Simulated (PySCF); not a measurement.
# SMILES [SiH3]/C1=C\CCCCCC1, C8H16Si

Molfile (atoms numbered from 1):
```
C8H16Si
     RDKit          3D

 25 25  0  0  0  0  0  0  0  0999 V2000
    2.1908   -0.3013    1.1169 Si  0  0  0  0  0  4  0  0  0  0  0  0
    1.1783   -0.4660   -0.4569 C   0  0  0  0  0  0  0  0  0  0  0  0
    0.7078    0.5837   -1.1558 C   0  0  0  0  0  0  0  0  0  0  0  0
    0.3858    1.9099   -0.5738 C   0  0  0  0  0  0  0  0  0  0  0  0
   -1.1053    1.8048   -0.1703 C   0  0  0  0  0  0  0  0  0  0  0  0
   -1.5060    0.5390    0.6068 C   0  0  0  0  0  0  0  0  0  0  0  0
   -1.7263   -0.7814   -0.1821 C   0  0  0  0  0  0  0  0  0  0  0  0
   -0.7216   -1.9345   -0.0117 C   0  0  0  0  0  0  0  0  0  0  0  0
    0.6030   -1.8110   -0.7959 C   0  0  0  0  0  0  0  0  0  0  0  0
    2.9362    0.9926    1.1615 H   0  0  0  0  0  0  0  0  0  0  0  0
    1.3728   -0.4028    2.3705 H   0  0  0  0  0  0  0  0  0  0  0  0
    3.1787   -1.4254    1.1499 H   0  0  0  0  0  0  0  0  0  0  0  0
    0.1897    0.3660   -2.1032 H   0  0  0  0  0  0  0  0  0  0  0  0
    0.5203    2.7511   -1.2733 H   0  0  0  0  0  0  0  0  0  0  0  0
    0.9978    2.1155    0.3201 H   0  0  0  0  0  0  0  0  0  0  0  0
   -1.3683    2.6921    0.4303 H   0  0  0  0  0  0  0  0  0  0  0  0
   -1.7239    1.8673   -1.0833 H   0  0  0  0  0  0  0  0  0  0  0  0
   -0.7870    0.3670    1.4262 H   0  0  0  0  0  0  0  0  0  0  0  0
   -2.4556    0.7814    1.1113 H   0  0  0  0  0  0  0  0  0  0  0  0
   -1.8491   -0.5575   -1.2565 H   0  0  0  0  0  0  0  0  0  0  0  0
   -2.7025   -1.1867    0.1309 H   0  0  0  0  0  0  0  0  0  0  0  0
   -0.4954   -2.0473    1.0637 H   0  0  0  0  0  0  0  0  0  0  0  0
   -1.2146   -2.8758   -0.3097 H   0  0  0  0  0  0  0  0  0  0  0  0
    0.3891   -1.8726   -1.8778 H   0  0  0  0  0  0  0  0  0  0  0  0
    1.2634   -2.6571   -0.5431 H   0  0  0  0  0  0  0  0  0  0  0  0
  1  2  1  0
  2  3  2  0
  3  4  1  0
  4  5  1  0
  5  6  1  0
  6  7  1  0
  7  8  1  0
  8  9  1  0
  9  2  1  0
  1 10  1  0
  1 11  1  0
  1 12  1  0
  3 13  1  0
  4 14  1  0
  4 15  1  0
  5 16  1  0
  5 17  1  0
  6 18  1  0
  6 19  1  0
  7 20  1  0
  7 21  1  0
  8 22  1  0
  8 23  1  0
  9 24  1  0
  9 25  1  0
M  END
```

Computed with PySCF, quadratic response CAM-B3LYP/def2-SVPD first hyperpolarisability, Taylor convention, gas phase. Geometry: PBE0-D3(BJ)/def2-SVP.

Q: Give the tensor of the static β(0;0,0) in the axes of these coordinates.

A: In au, Taylor convention; rows are the first index (the induced dipole):
```csv
,xx,yy,zz,xy,xz,yz
x,-72.4,-16.7,-34.2,+19.4,-38.8,+13.0
y,+19.4,-6.3,-4.8,-16.7,+13.0,+20.4
z,-38.8,+20.4,-32.4,+13.0,-34.2,-4.8
```
Norm of βᵢ = ⅓ Σⱼ (βᵢⱼⱼ + βⱼᵢⱼ + βⱼⱼᵢ): 133.6 au, hyper-Rayleigh value 56.0 au.
